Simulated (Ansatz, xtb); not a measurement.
**Two isomers of C5H9ClO2**

We compare I, `C[C@H](CCl)COC=O`, a singlet, with II, `CC(=O)O[C@H](C)CCl`, a singlet. Both are isolated molecules in the gas phase, relaxed with B3LYP-D3(BJ)/def2-SVP; each stands in its lowest conformer found.

Quicker runs give these differences E(II) − E(I): GFN2-xTB −29.9 kJ/mol; HF/STO-3G −37.2 kJ/mol (at GFN2-xTB geometries); r2SCAN-D4/def2-SVP −34.7 kJ/mol (at GFN2-xTB geometries).

Q: Estimate E(II) − E(I) at the level CCSD(T)/def2-SVP + ΔMP2/def2-TZVPP.

A: Calculated at CCSD(T)/def2-SVP + ΔMP2/def2-TZVPP: E(II) − E(I) = −28.6 kJ/mol, so structure II lies lower.

How the difference moves with the method:

| level | geometry | E(II) − E(I) (kJ/mol) | departure from the last row (kJ/mol) | job, with rough time for the two |
| --- | --- | --- | --- | --- |
| GFN2-xTB | GFN2-xTB | −29.9 | −1.3 | optimisation, 0.18 s |
| HF/STO-3G | GFN2-xTB | −37.2 | −8.6 | single point, 0.5 s |
| r2SCAN-D4/def2-SVP | GFN2-xTB | −34.7 | −6.1 | single point, 4.9 s |
| B3LYP-D3(BJ)/def2-SVP | B3LYP-D3(BJ)/def2-SVP | −29.4 | −0.8 | optimisation, 91 s |
| HF/def2-SVP | B3LYP-D3(BJ)/def2-SVP | −37.6 | −9.0 | part of the CCSD(T) run |
| MP2/def2-SVP | B3LYP-D3(BJ)/def2-SVP | −26.4 | +2.3 | part of the CCSD(T) run |
| CCSD(T)/def2-SVP | B3LYP-D3(BJ)/def2-SVP | −27.5 | +1.1 | single point |
| CCSD(T)/def2-SVP + ΔMP2/def2-TZVPP | B3LYP-D3(BJ)/def2-SVP | −28.6 |  | single point, 2.8 min |

As drawn, both hold the same kinds of bond in the same numbers. Structure I has 1 methyl group, II 2.

None of the levels shown reverses the order. The largest departure from CCSD(T)/def2-SVP + ΔMP2/def2-TZVPP is that of HF/def2-SVP, 9.0 kJ/mol. A small imaginary or near-zero mode remains, so no thermal terms are given. The last row adds to CCSD(T) the change of the MP2 difference between the two basis sets, here −1.1 kJ/mol.

The correlated steps freeze 12 core orbitals. Programs: Ansatz 0.2.0, xtb 6.7.1; the last row on 4 threads of Arm Neoverse V1 on a shared host.
